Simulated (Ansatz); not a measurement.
Species: sum formula AlN2H5 (charge 0, singlet). 
Coordinates optimised at B3LYP-D3(BJ)/def2-TZVP (Ansatz, a first-principles code):
SMILES: [NH2][AlH][NH2]
```xyz
8

N      1.4891    -0.4432     0.3307
Al     0.0168     0.4821    -0.0152
N     -1.5170    -0.3587    -0.3054
H      1.5647    -1.4464     0.3856
H      2.3869    -0.0195     0.5032
H      0.0715     2.0535    -0.0648
H     -2.3836     0.1147    -0.5062
H     -1.6623    -1.3557    -0.2972
```

Dipole moments at this geometry, in debye (magnitudes).

```
level                    program  dipole (D)
-----------------------  -------  ----------
revPBE/def2-TZVPD         Ansatz        1.15
PBE0/def2-TZVPD           Ansatz        1.10
r2SCANh/def2-TZVPD        Ansatz        1.14
LC-wPBE/def2-TZVPD        Ansatz        1.10
wB97X-V/def2-TZVPD        Ansatz           …
CCSD(T)/aug-cc-pV(D+d)Z   Ansatz           …
```

Problem. Complete the blanks.

Solution. 
- wB97X-V/def2-TZVPD, dipole (D): 1.09
- CCSD(T)/aug-cc-pV(D+d)Z, dipole (D): 1.10
